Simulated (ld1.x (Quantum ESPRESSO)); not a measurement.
## platinum (Pt): TM semilocal pseudisation with PBE, scalar-relativistic reference atom.

ld1.x (Quantum ESPRESSO) 7.5 input, shortened:

```
&input
   title='Pt', zed=78., rel=1, dft='PBE', iswitch=3,
   config='[Xe] 4f14 5d8 6s2 6p0'
 /
 &inputp
   pseudotype=1, tm=.true., lloc=1,
   nlcc=.false.
 /
3
6S  1  0   2.00   0.00  2.20  2.20  0.0
5D  3  2   8.00   0.00  1.35  1.35  0.0
6P  2  1   0.00   0.00  3.05  3.05  0.0
 &test
   configts(1)='5d8 6s2 6p0'
 /
```

Calculated quality:

| Quantity | Value |
| --- | --- |
| Cutoffs needed | 45 Ry and 80 Ry (the cutoffs (Ry, on a coarse ladder) from which the occupation-weighted sum of valence levels, in a spherical-Bessel basis at the reference potential, stays within 10 and 1 mRy of its value at 400 Ry) |
| Ghost test | no extra level below or beside the all-electron valence levels (s, d, p tested); the semilocal form is local in each channel, so this says nothing of the separable form that plane-wave codes build from it (spherical-Bessel basis up to 400 Ry, 20 bohr box) |
| Largest excitation error | +81 meV (all-electron minus pseudo) for 5d7 6s0 6p0, out of 7 test configurations |

Generation and tests took about 3 s on one core of a shared server CPU.
